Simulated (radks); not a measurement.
Q: The mean radii <r> (bohr) of the occupied orbitals of an atom or ion are listed with their occupations. Method: scalar-relativistic Kohn-Sham, PBEsol, spin-polarised, spherical densities, finite nucleus; Fermi nuclear charge, rms radius of each element as measured or else 0.836 A^(1/3) + 0.57 fm; computed with a radial shooting solver on a logarithmic mesh with Libxc functionals.

| orbital | occ. | <r> |
|---|---|---|
| 1s up | 1 | 0.04031 |
| 1s down | 1 | 0.04030 |
| 2s up | 1 | 0.1757 |
| 2s down | 1 | 0.1755 |
| 2p up | 3 | 0.1528 |
| 2p down | 3 | 0.1528 |
| 3s up | 1 | 0.4385 |
| 3s down | 1 | 0.4394 |
| 3p up | 2 | 0.4273 |

Name the element and its charge. Open shells, if any, are filled with parallel spins first.

A: Z = 37, rubidium, charge +23: Rb23+ in [Ne] 3s2 3p2. The 1s radius gives Z: for a bare nucleus <r> = (2 gamma + 1)/(2Z) with gamma = sqrt(1 - (Z/c)^2), 0.03954 bohr for Z = 37, and screening makes it slightly larger (0.04031 here). The occupations add up to 14, and the charge is Z minus that.
